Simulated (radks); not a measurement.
The tantalum ion Ta2+, configuration [Xe] 4f14 5d3.

Method: scalar-relativistic Kohn-Sham, LDA (Slater exchange, VWN5 correlation), spin-polarised, spherical densities, finite nucleus; open shells are filled with parallel spins first (spin-orbit coupling, left out, can overturn this in heavy ions); Fermi nuclear charge, rms radius 5.3507 fm; hard spherical wall at 3 bohr; computed with a radial shooting solver on a logarithmic mesh with Libxc functionals.

Energy parts (hartree):
part                       energy
total                 -15591.5947
kinetic                17124.8804
electron-nucleus      -38493.7163
Hartree                 6083.3018
exchange-correlation    -306.0606

Orbitals (lengths in bohr, moments of r in powers of bohr; <r^-3> diverges for s and p1/2; r(max) is where P^2 peaks; r(90%) holds 90 % of the orbital's charge):
orbital,occ.,eigenvalue (hartree),r(max),r(90%),<r^4>,<r^-3>
1s down,1,-2473.099,0.01169,0.0340,6.221e-07,-
1s up,1,-2473.099,0.01169,0.0340,6.221e-07,-
2s up,1,-425.1943,0.06691,0.122,0.00009407,-
2s down,1,-425.1880,0.06691,0.122,0.00009407,-
2p up,3,-372.8997,0.05478,0.115,0.00007333,18730
2p down,3,-372.8944,0.05478,0.115,0.00007333,18730
3s up,1,-97.59927,0.1888,0.301,0.003477,-
3s down,1,-97.59685,0.1888,0.301,0.003477,-
3p up,3,-82.03845,0.1867,0.307,0.003722,4152
3p down,3,-82.03583,0.1867,0.307,0.003722,4152
3d up,5,-63.81533,0.1519,0.288,0.002880,537.1
3d down,5,-63.81103,0.1519,0.288,0.002880,537.1
4s up,1,-20.09705,0.4290,0.660,0.08237,-
4s down,1,-20.09128,0.4290,0.659,0.08234,-
4p up,3,-14.98806,0.4497,0.710,0.1099,961.4
4p down,3,-14.98224,0.4497,0.710,0.1097,961.3
4d up,5,-8.44007,0.4614,0.786,0.1645,105.8
4d down,5,-8.43277,0.4615,0.786,0.1638,105.9
5s up,1,-3.02750,0.9924,1.60,2.751,-
5s down,1,-2.97065,0.9886,1.59,2.693,-
5p up,3,-1.80722,1.133,1.86,4.794,132.0
5p down,3,-1.73602,1.126,1.85,4.706,135.0
4f up,7,-1.20790,0.4408,1.09,0.6663,17.15
4f down,7,-1.19174,0.4405,1.07,0.6313,17.30
5d up,3,-0.35669,1.481,2.21,9.744,9.779
5d down,0,-0.27070,1.471,2.21,9.688,9.959
6s up,0,0.13790,2.050,2.47,17.84,-
6s down,0,0.21641,2.051,2.48,17.93,-
6p up,0,0.80012,2.167,2.52,18.99,96.11
6p down,0,0.87204,2.168,2.52,19.11,95.17
5f up,0,1.04909,1.960,2.44,16.37,2.618
5f down,0,1.13489,1.963,2.44,16.45,2.530

The highest occupied level is 5d up at -9.706 eV. Spin moment in Bohr magnetons: 3. The spin density at the nucleus is -13.25 e/bohr^3 (1s -0.19, 2s -0.88, 3s 0.07, 4s 0.58, 5s -12.83). The electron density at the nucleus is 1.389e+06 e/bohr^3 (large components only). The density falls to 0.001 e/bohr^3 at r = 2.81 bohr. Summed over all electrons, <r^2> = 35.24 bohr^2, which gives a Langevin (diamagnetic) susceptibility term of -27.9 x 10^-6 cm^3/mol. The pressure on the wall is 370 GPa.
